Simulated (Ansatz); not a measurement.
Process, species as SMILES: [P]=O (O-P) → O atom + P atom
B3LYP-D3(BJ)/def2-TZVP geometries, fixed; electronic energies without zero-point terms.

Effect of a fitting basis named in the input at HF/aug-cc-pV(Q+d)Z with Ansatz (an electronic-structure program), against the last row, where the atomisation energy is 61.95 kcal/mol. Open shells are unrestricted. The default fits or decomposes integrals by the program's own choice; accuracy: high also tightens integrals, grids and stops.

```
setting                        largest shift of a total energy (mEh)  shift of the atomisation energy (kcal/mol)
-----------------------------  -------------------------------------  ------------------------------------------
fitting: def2-SV(P)-JKFIT                                      0.097                                      -0.084
fitting: def2-universal-JKFIT                                  0.097                                      -0.084
fitting: cc-pVTZ-JKFIT                                         0.257                                      -0.162
fitting: cc-pVQZ-JKFIT                                         0.125                                      -0.081
fitting: cc-pV5Z-JKFIT                                         0.097                                      -0.063
accuracy: high                                                -0.006                                       0.000
accuracy: medium (default)                                     0.000                                       0.000
```

Within 0.02 kcal/mol in the atomisation energy: accuracy: high. The largest shift is 0.257 mEh in a total energy and 0.162 kcal/mol in the difference.
